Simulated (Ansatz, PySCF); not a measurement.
C2H6F2OSn (SMILES CC[O][SnH]([F])[F]), singlet, at a GFN2-xTB geometry (such geometries of metal compounds can be far from the true shape) (all electrons, no relativity). Base run: CASSCF(2,2)/STO-3G in PySCF.

PySCF was given this input:
```python
from pyscf import gto, scf, mcscf
import numpy

mol = gto.M(
    atom='''
Sn    0.580261    0.256868    0.457045
F     1.584042   -1.341380    0.000285
F     1.168200    1.423801   -0.979248
O    -1.285067   -0.136498    0.152382
C    -1.799191   -0.643504   -1.071044
C    -3.288259   -0.867852   -0.862489
H     0.912051    0.853378    1.989773
H    -1.635869    0.075559   -1.882163
H    -1.310251   -1.589135   -1.333612
H    -3.770060    0.068906   -0.597490
H    -3.727432   -1.253661   -1.778155
H    -3.446418   -1.580134   -0.057778
''',
    basis='sto-3g',
    charge=0,
    spin=0,
    verbose=3,
)

mf = scf.RHF(mol)
mf.kernel()
mc = mcscf.CASSCF(mf, 2, 2)
mc.fix_spin_(ss=0.0)
mc.kernel()
occ = numpy.linalg.eigvalsh(mc.fcisolver.make_rdm1(mc.ci, mc.ncas, mc.nelecas))[::-1]
ss = mc.fcisolver.spin_square(mc.ci, mc.ncas, mc.nelecas)[0]
print('natural occupations', occ.round(4), ' <S^2>', round(ss, 4))
```

Programs used: Ansatz (a first-principles code), PySCF; a row that names a program was run with it.

Variants of this job, named by their change:

```csv
change,ΔE vs base (kcal/mol),natural occupations,<S^2> of the state
base,0.000,1.97 0.03,0.00
start = MP2 natural orbitals,-4.71,1.96 0.04,0.00
"active space = 6 electrons, 7 orbitals",-27.61,1.98 1.96 1.95 0.05 0.04 0.02 0.00,0.00
orbitals = fixed (CASCI); correction = SC-NEVPT2,-119.2,2.00 0.00,0.00
"active space = 4 electrons, 4 orbitals",-17.64,1.97 1.97 0.03 0.03,0.00
fix_spin_ = off,0.000,1.97 0.03,0.00
orbitals = fixed (CASCI),7.95,2.00 0.00,0.00
conv_tol = 1e-5,0.062,1.97 0.03,0.00
"code = ansatz; correction = SC-NEVPT2, all electrons",-121.8,-,-
state_average = 2 states,15.77,-,-
correction = SC-NEVPT2,-119.9,1.97 0.03,0.00
```

Active orbitals are taken around the Fermi level unless the row says otherwise; CASSCF can end in different local minima, and two programs can end on different orbitals. State-averaged rows give the lowest state.
